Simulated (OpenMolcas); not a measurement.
Nb2+ (d3) among equal point charges was computed by CASSCF with the d shell active (OpenMolcas, ANO-RCC-VDZP on the metal). Its lowest spin-free states, and all those of the highest spin:

```
2S+1  Degeneracy  E (cm-1)
   4           1       0.0
   2           2      5191
   2           2     10356
   4           2     10411
   2           1     13322
   2           1     14277
   2           2     19648
   2           1     20769
   2           1     20902
   4           1     21239
   2           2     22924
   4           1     23802
   4           2     25779
   4           2     31313
   4           1     51801
```

Is the site octahedral, tetrahedral or cube-like, axial, or of lower symmetry?

The states with 2S+1 = 4 have orbital degeneracies 1, 2, 1, 1, 2, 2, 1. There are pairs but no triples, so the site is axial: not cubic, but with a proper or improper axis of order three or more. The run had Nb2+ among 6 point charges of -1.7 e arranged as a trigonal antiprism (D3d), 2.14 Å from the ion, with a polar angle of 46.5° against the regular 54.74°. The active orbitals were held to one l.

Without dynamic correlation the repulsion within the d shell is too large (B by tens of per cent), so at a given field states of lower spin stand too high. This is an electrostatic model: the charges have no orbitals. No measured value stands beside these numbers.
